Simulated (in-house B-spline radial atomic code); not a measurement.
Ar+ is squeezed into an impenetrable sphere of radius R (the orbitals vanish at R). No spin polarisation. Computed with an all-electron radial atomic-structure program (B-spline basis): non-relativistic Hartree-Fock, average of configuration, point nucleus.

Energies in eV above the free ion in [Ne] 3s2 3p5:

| R (bohr) | highest level (eV) | [Ne] 3s2 3p5 | [He] 2s2 2p5 3s2 3p5 3d1 | [Ne] 3s2 3p4 3d1 | -dE/dV in [Ne] 3s2 3p5 (GPa) |
| --- | --- | --- | --- | --- | --- |
| 9.2 | -28.4 | 0 | 253.5 | 18.81 | 9.52e-06 |
| 5.72 | -28.4 | 0.0228 | 253.8 | 19.32 | 0.145 |
| 5.17 | -28.4 | 0.08515 | 254 | 19.69 | 0.651 |
| 4.16 | -27.8 | 0.904 | 255.4 | 21.57 | 10.4 |
| 3.71 | -26.9 | 2.54 | 257.3 | 24.02 | 36.3 |
| 3.23 | -24.7 | 7.6 | 262.6 | 30.31 | 143 |
| 2.8 | -20.4 | 20.33 | 275.4 | 44.51 | 513 |
| 2.4 | -11.8 | 51.34 | 306.5 | 77.09 | 1800 |
| 1.64 | 45.7 | 330.1 | 600.6 | 352.6 | 27600 |
| 1.25 | 158 | 977.4 | 1276 | 972.5 | 161000 |

(1) Does [He] 2s2 2p5 3s2 3p5 3d1 fall below [Ne] 3s2 3p5 under compression?

(2) Does [Ne] 3s2 3p4 3d1 fall below [Ne] 3s2 3p5 under compression?

The highest level is first positive in the row R = 1.64 bohr, pushed up by confinement above the zero of the free ion's potential. Each configuration is held fixed and needn't be the lowest in the sphere.

Results:

(1) No, it stays above over the whole range.

(2) Yes, between R = 1.64 and 1.25 bohr the order changes (near 1.32 bohr by linear interpolation).
